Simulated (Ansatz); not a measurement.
# Molecular dynamics of ClGeH3

Input file:

```yaml
crystal:
  periodic: [false, false, false]
  atoms:
    - { symbol: Ge, position_ang: [0.013159, -0.022234, 0.009382] }
    - { symbol: H, position_ang: [-0.018847, 0.032863, 1.540038] }
    - { symbol: H, position_ang: [1.445724, 0.032934, -0.53069] }
    - { symbol: Cl, position_ang: [-1.003237, 1.738365, -0.709454] }
    - { symbol: H, position_ang: [-0.750798, -1.235228, -0.530976] }
basis:
  gaussian: { orbitals: def2-TZVP }
hamiltonian:
  xc: pbe0
md:
  timestep: 0.5
  n_steps: 250
  ensemble: nve
  temperature: 700.0
  initial_velocities: maxwell_boltzmann
  seed: 463703
  masses: [{ species: H, mass: 10.0 }]
```

Run as:

```bash
$ ansatz run input.yaml --threads 4 --pin off --max-ram 5120MiB --backend cpu --events-out ev --progress --plain --runs-dir out
```

It starts from a relaxed structure.

Output, in part (one step line in 5, the closing report, with atoms numbered from 0):

```
md step     0: t =     0.00 fs  T =   700.0 K  F+E_penalty+E_count = -69079.72708017 eV  E_kin = 0.271446 eV  conserved = -69079.45563417 eV  (24 SCF iters)
md step     5: t =     2.50 fs  T =   679.0 K  F+E_penalty+E_count = -69079.71893955 eV  E_kin = 0.263310 eV  conserved = -69079.45562931 eV  (26 SCF iters)
md step    10: t =     5.00 fs  T =   620.6 K  F+E_penalty+E_count = -69079.69626012 eV  E_kin = 0.240646 eV  conserved = -69079.45561447 eV  (26 SCF iters)
md step    15: t =     7.50 fs  T =   539.6 K  F+E_penalty+E_count = -69079.66483131 eV  E_kin = 0.209235 eV  conserved = -69079.45559600 eV  (26 SCF iters)
md step    20: t =    10.00 fs  T =   454.5 K  F+E_penalty+E_count = -69079.63181090 eV  E_kin = 0.176229 eV  conserved = -69079.45558173 eV  (26 SCF iters)
md step    25: t =    12.50 fs  T =   379.6 K  F+E_penalty+E_count = -69079.60276138 eV  E_kin = 0.147185 eV  conserved = -69079.45557667 eV  (22 SCF iters)
md step    30: t =    15.00 fs  T =   320.2 K  F+E_penalty+E_count = -69079.57974403 eV  E_kin = 0.124164 eV  conserved = -69079.45558042 eV  (21 SCF iters)
md step    35: t =    17.50 fs  T =   272.9 K  F+E_penalty+E_count = -69079.56142245 eV  E_kin = 0.105834 eV  conserved = -69079.45558822 eV  (21 SCF iters)
md step    40: t =    20.00 fs  T =   230.1 K  F+E_penalty+E_count = -69079.54481593 eV  E_kin = 0.089221 eV  conserved = -69079.45559450 eV  (26 SCF iters)
md step    45: t =    22.50 fs  T =   185.3 K  F+E_penalty+E_count = -69079.52745728 eV  E_kin = 0.071862 eV  conserved = -69079.45559557 eV  (20 SCF iters)
md step    50: t =    25.00 fs  T =   137.4 K  F+E_penalty+E_count = -69079.50888394 eV  E_kin = 0.053294 eV  conserved = -69079.45559042 eV  (20 SCF iters)
md step    55: t =    27.50 fs  T =    91.6 K  F+E_penalty+E_count = -69079.49111040 eV  E_kin = 0.035530 eV  conserved = -69079.45558016 eV  (21 SCF iters)
md step    60: t =    30.00 fs  T =    58.3 K  F+E_penalty+E_count = -69079.47817646 eV  E_kin = 0.022609 eV  conserved = -69079.45556792 eV  (19 SCF iters)
md step    65: t =    32.50 fs  T =    49.8 K  F+E_penalty+E_count = -69079.47487623 eV  E_kin = 0.019318 eV  conserved = -69079.45555853 eV  (18 SCF iters)
md step    70: t =    35.00 fs  T =    75.5 K  F+E_penalty+E_count = -69079.48482518 eV  E_kin = 0.029268 eV  conserved = -69079.45555720 eV  (18 SCF iters)
md step    75: t =    37.50 fs  T =   136.4 K  F+E_penalty+E_count = -69079.50847086 eV  E_kin = 0.052904 eV  conserved = -69079.45556659 eV  (18 SCF iters)
md step    80: t =    40.00 fs  T =   223.2 K  F+E_penalty+E_count = -69079.54214510 eV  E_kin = 0.086561 eV  conserved = -69079.45558430 eV  (22 SCF iters)
md step    85: t =    42.50 fs  T =   318.3 K  F+E_penalty+E_count = -69079.57901787 eV  E_kin = 0.123414 eV  conserved = -69079.45560345 eV  (25 SCF iters)
md step    90: t =    45.00 fs  T =   402.5 K  F+E_penalty+E_count = -69079.61170182 eV  E_kin = 0.156085 eV  conserved = -69079.45561646 eV  (25 SCF iters)
md step    95: t =    47.50 fs  T =   463.0 K  F+E_penalty+E_count = -69079.63515677 eV  E_kin = 0.179538 eV  conserved = -69079.45561893 eV  (25 SCF iters)
md step   100: t =    50.00 fs  T =   497.1 K  F+E_penalty+E_count = -69079.64837058 eV  E_kin = 0.192759 eV  conserved = -69079.45561177 eV  (25 SCF iters)
md step   105: t =    52.50 fs  T =   511.7 K  F+E_penalty+E_count = -69079.65402867 eV  E_kin = 0.198428 eV  conserved = -69079.45560046 eV  (23 SCF iters)
md step   110: t =    55.00 fs  T =   518.0 K  F+E_penalty+E_count = -69079.65644448 eV  E_kin = 0.200852 eV  conserved = -69079.45559198 eV  (26 SCF iters)
md step   115: t =    57.50 fs  T =   524.3 K  F+E_penalty+E_count = -69079.65891246 eV  E_kin = 0.203322 eV  conserved = -69079.45559088 eV  (26 SCF iters)
md step   120: t =    60.00 fs  T =   532.2 K  F+E_penalty+E_count = -69079.66196470 eV  E_kin = 0.206368 eV  conserved = -69079.45559683 eV  (26 SCF iters)
md step   125: t =    62.50 fs  T =   535.9 K  F+E_penalty+E_count = -69079.66342419 eV  E_kin = 0.207819 eV  conserved = -69079.45560563 eV  (26 SCF iters)
md step   130: t =    65.00 fs  T =   526.9 K  F+E_penalty+E_count = -69079.65994707 eV  E_kin = 0.204335 eV  conserved = -69079.45561227 eV  (26 SCF iters)
md step   135: t =    67.50 fs  T =   498.5 K  F+E_penalty+E_count = -69079.64891881 eV  E_kin = 0.193305 eV  conserved = -69079.45561360 eV  (26 SCF iters)
md step   140: t =    70.00 fs  T =   449.0 K  F+E_penalty+E_count = -69079.62973272 eV  E_kin = 0.174124 eV  conserved = -69079.45560884 eV  (26 SCF iters)
md step   145: t =    72.50 fs  T =   383.2 K  F+E_penalty+E_count = -69079.60418698 eV  E_kin = 0.148588 eV  conserved = -69079.45559882 eV  (26 SCF iters)
md step   150: t =    75.00 fs  T =   311.0 K  F+E_penalty+E_count = -69079.57617153 eV  E_kin = 0.120586 eV  conserved = -69079.45558574 eV  (22 SCF iters)
md step   155: t =    77.50 fs  T =   245.5 K  F+E_penalty+E_count = -69079.55076291 eV  E_kin = 0.095190 eV  conserved = -69079.45557337 eV  (19 SCF iters)
md step   160: t =    80.00 fs  T =   199.0 K  F+E_penalty+E_count = -69079.53274031 eV  E_kin = 0.077174 eV  conserved = -69079.45556638 eV  (19 SCF iters)
md step   165: t =    82.50 fs  T =   178.6 K  F+E_penalty+E_count = -69079.52482520 eV  E_kin = 0.069257 eV  conserved = -69079.45556789 eV  (19 SCF iters)
md step   170: t =    85.00 fs  T =   182.8 K  F+E_penalty+E_count = -69079.52647906 eV  E_kin = 0.070902 eV  conserved = -69079.45557734 eV  (19 SCF iters)
md step   175: t =    87.50 fs  T =   202.7 K  F+E_penalty+E_count = -69079.53417723 eV  E_kin = 0.078588 eV  conserved = -69079.45558965 eV  (21 SCF iters)
md step   180: t =    90.00 fs  T =   226.2 K  F+E_penalty+E_count = -69079.54330812 eV  E_kin = 0.087710 eV  conserved = -69079.45559797 eV  (26 SCF iters)
md step   185: t =    92.50 fs  T =   245.3 K  F+E_penalty+E_count = -69079.55073884 eV  E_kin = 0.095141 eV  conserved = -69079.45559771 eV  (26 SCF iters)
md step   190: t =    95.00 fs  T =   260.4 K  F+E_penalty+E_count = -69079.55655053 eV  E_kin = 0.100961 eV  conserved = -69079.45558930 eV  (26 SCF iters)
md step   195: t =    97.50 fs  T =   279.2 K  F+E_penalty+E_count = -69079.56383764 eV  E_kin = 0.108259 eV  conserved = -69079.45557867 eV  (19 SCF iters)
md step   200: t =   100.00 fs  T =   311.9 K  F+E_penalty+E_count = -69079.57651658 eV  E_kin = 0.120943 eV  conserved = -69079.45557391 eV  (19 SCF iters)
md step   205: t =   102.50 fs  T =   363.0 K  F+E_penalty+E_count = -69079.59634414 eV  E_kin = 0.140764 eV  conserved = -69079.45557989 eV  (23 SCF iters)
md step   210: t =   105.00 fs  T =   426.7 K  F+E_penalty+E_count = -69079.62106618 eV  E_kin = 0.165471 eV  conserved = -69079.45559500 eV  (25 SCF iters)
md step   215: t =   107.50 fs  T =   488.4 K  F+E_penalty+E_count = -69079.64499716 eV  E_kin = 0.189385 eV  conserved = -69079.45561227 eV  (25 SCF iters)
md step   220: t =   110.00 fs  T =   531.2 K  F+E_penalty+E_count = -69079.66161147 eV  E_kin = 0.205987 eV  conserved = -69079.45562400 eV  (25 SCF iters)
md step   225: t =   112.50 fs  T =   543.6 K  F+E_penalty+E_count = -69079.66642288 eV  E_kin = 0.210797 eV  conserved = -69079.45562607 eV  (25 SCF iters)
md step   230: t =   115.00 fs  T =   523.5 K  F+E_penalty+E_count = -69079.65861426 eV  E_kin = 0.202995 eV  conserved = -69079.45561876 eV  (25 SCF iters)
md step   235: t =   117.50 fs  T =   478.1 K  F+E_penalty+E_count = -69079.64099532 eV  E_kin = 0.185390 eV  conserved = -69079.45560546 eV  (26 SCF iters)
md step   240: t =   120.00 fs  T =   420.7 K  F+E_penalty+E_count = -69079.61871936 eV  E_kin = 0.163128 eV  conserved = -69079.45559099 eV  (26 SCF iters)
md step   245: t =   122.50 fs  T =   365.7 K  F+E_penalty+E_count = -69079.59739123 eV  E_kin = 0.141811 eV  conserved = -69079.45558035 eV  (18 SCF iters)
md step   250: t =   125.00 fs  T =   323.8 K  F+E_penalty+E_count = -69079.58113646 eV  E_kin = 0.125559 eV  conserved = -69079.45557718 eV  (23 SCF iters)
Total energy: -69079.58116272 eV, -2538.6277839083 hartree
Atom 0 at    -0.004798    -0.004004     0.011168 Å, force     1.111667    -0.040391     0.881478 eV/Å
Atom 1 at     0.138419    -0.147215     1.593620 Å, force    -0.462073     0.442529    -0.791831 eV/Å
Atom 2 at     1.500031     0.005957    -0.435809 Å, force    -0.626116     0.098122    -0.161318 eV/Å
Atom 3 at    -1.016607     1.744325    -0.760388 Å, force     0.187566    -0.152125     0.317320 eV/Å
Atom 4 at    -0.784551    -1.181705    -0.511852 Å, force    -0.211045    -0.348135    -0.245649 eV/Å
Dipole moment:     0.138134    -0.284650     0.107396 e Å
```

All steps were run. The conserved energy stayed within 0.016 meV per atom of its start (net change 0.011 meV per atom), so the integration is sound. The temperature averaged 0.52 of the 700 K drawn at the start: a run that starts near a minimum puts about half its kinetic energy into the potential. A run of 0.12 ps of so small a system gives no equilibrium averages.

The same pairs are bonded in the first frame and the last. Pairs count as bonded within 1.25 times the sum of covalent radii (0.12 Å more for H–H).

Last frame:

```xyz
5
Properties=species:S:1:pos:R:3
Ge -0.005 -0.004 0.011
H 0.138 -0.147 1.594
H 1.500 0.006 -0.436
Cl -1.017 1.744 -0.760
H -0.785 -1.182 -0.512
```

Time of the run: 2.3 min on 4 threads of Arm Neoverse V2 (shared host), peak memory 0.19 GiB.
